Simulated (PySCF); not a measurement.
## Cobalt: a sound run and one with changed settings

Sound run: Co [Ar] 3d7 4s2, Co⁺ [Ar] 3d8. All numbers are calculated (PySCF 2.14, the spin-free X2C one-electron Hamiltonian (Gaussian nucleus), in jorge-DZP-DKH). In the sound run the correlated levels freeze [Ar]. The sound run starts from symmetry-adapted Hartree-Fock orbitals and uses a fine grid where one is needed.

Changed run: all electrons correlated in a basis built for the valence shell.

| species | method | sound run (hartree) | changed run (hartree) | converged |
| --- | --- | --- | --- | --- |
| Co | MP2 | -1391.83246 | -1392.20888 | yes |
| Co⁺ | MP2 | -1391.55433 | -1391.94072 | yes |

Ionisation energy of Co:

```json
{"method": "UHF", "sound run (eV)": "8.161", "changed run (eV)": "8.161"}
{"method": "MP2", "sound run (eV)": "7.568", "changed run (eV)": "7.297"}
{"method": "SCS-MP2", "sound run (eV)": "7.640", "changed run (eV)": "7.458"}
```

A valence basis has no tight correlating functions, so it recovers only part of the core correlation, and not evenly between atom and ion.

For comparison, NIST gives 7.881 eV between the lowest levels.
